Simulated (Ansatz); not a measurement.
Reaction (ligand exchange at the Si–Br bond): `[SiH3]C[SiH2]Br` + HCl → `[SiH3]C[SiH2]Cl` + HBr

Computed with Ansatz on PBE0-D4/def2-TZVP structures; ΔE is electronic, products minus reactants. CCSD(T)/CBS is the MP2 limit (def2-TZVPP, def2-QZVPP) plus CCSD(T) − MP2 in def2-TZVPP, frozen cores. This one scheme is used for every species. DFT in def2-TZVPP. B3LYP here is the variant with VWN-RPA as its local correlation; programs differ in this. For Br outer-core shells are correlated without core-valence functions, which leaves a few kJ/mol of doubt a bond. Scalar relativity is left out up to krypton. One conformer a species, not always the lowest.

`[SiH3]C[SiH2]Br`:

```xyz
11

Si   -0.909   -0.492   -1.295
C     0.531   -0.496   -0.091
Si    0.423    0.808    1.226
Br    2.185    0.688    2.585
H    -0.992    0.820   -1.989
H    -0.739   -1.563   -2.312
H    -2.185   -0.722   -0.566
H     0.588   -1.478    0.391
H     1.462   -0.354   -0.650
H     0.422    2.167    0.635
H    -0.786    0.623    2.065
```

HCl:

```xyz
2

Cl   -0.036    0.573    0.281
H     0.036   -0.573   -0.281
```

`[SiH3]C[SiH2]Cl`:

```xyz
11

Si   -1.277    1.020    0.170
C    -0.207   -0.288   -0.646
Si    1.322   -0.731    0.308
Cl    2.402   -2.168   -0.702
H    -2.474    1.307   -0.663
H    -1.728    0.553    1.508
H    -0.504    2.278    0.345
H    -0.805   -1.194   -0.791
H     0.090    0.068   -1.638
H     2.205    0.447    0.475
H     0.976   -1.294    1.635
```

HBr:

```xyz
2

Br   -0.258    0.260    0.609
H     0.258   -0.260   -0.609
```

| level | ΔE (kJ/mol) |
| --- | --- |
| PBE-D4 | -2.0 |
| B3LYP | -4.8 |
| HF/def2-QZVPP | -4.3 |
| MP2/def2-QZVPP | 0.1 |

What does CCSD(T)/CBS give? (Estimate.)

The calculation gave: -0.1 kJ/mol. The listed levels differ from it by -1.9, -4.7, -4.2, 0.2 kJ/mol.

Largest T1 diagnostic among the species: 0.010.
